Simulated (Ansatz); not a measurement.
Total energies of C₂H₈AlB, SMILES `B[CH2][AlH][CH3]`.

```xyz
12

B     1.396    0.192   -1.382
C     1.372   -0.589   -0.096
Al   -0.583   -0.744    0.262
C    -1.586    0.763    0.974
H     1.318    1.391   -1.375
H     1.388   -0.370   -2.444
H     1.708   -1.628   -0.117
H     1.683   -0.057    0.811
H    -1.266   -2.158    0.030
H    -2.088    0.503    1.911
H    -2.377    1.053    0.273
H    -0.964    1.643    1.152
```

The species carries charge 0 and has multiplicity 1. The geometry is a stationary point of PBE0-D4/def2-TZVP. It is one conformer, not always the lowest. Basis def2-TZVPP, Ansatz 0.2.0.

RPA on PBE orbitals: Hartree–Fock energy of these orbitals -346.99300 Eh, correlation -0.98278 Eh (frozen core).

```
 functional  energy without D4 (Eh)  D4 term (kJ/mol)
LDA (SPW92)              -346.19934                 –
        PBE              -348.03132             -19.2
     revPBE              -348.25201             -57.6
       BLYP              -348.27315             -41.8
     r2SCAN              -348.24049              -4.9
     B97M-V              -348.30013                 –
       PBE0              -348.08252             -16.3
      B3LYP              -348.38025             -30.8
    r2SCANh              -348.23614              -5.2
    r2SCAN0              -348.23033              -5.7
      BHLYP              -348.27767             -24.0
    ωB97X-V              -348.27186                 –
    ωB97M-V              -348.24991                 –
   PBE-QIDH              -347.98000                 –
```

(1) Give the same for HSE06 (plane-wave form), CAM-B3LYP, LC-ωPBE, B2PLYP. (An estimate is asked.)

B3LYP takes the VWN-RPA correlation (the form of Gaussian; ORCA's B3LYP/G). HSE06 is the plane-wave form, built on full-range PBE exchange. The double hybrids freeze the cores in their second-order part.

## Answers

(1) Computed: 
```
             functional  energy without D4 (Eh)  D4 term (kJ/mol)
HSE06 (plane-wave form)              -348.06883             -15.2
              CAM-B3LYP              -348.27697             -16.6
                LC-ωPBE              -348.18657                 –
                 B2PLYP              -348.11366                 –
```

LC-ωPBE has ω = 0.4 bohr⁻¹.
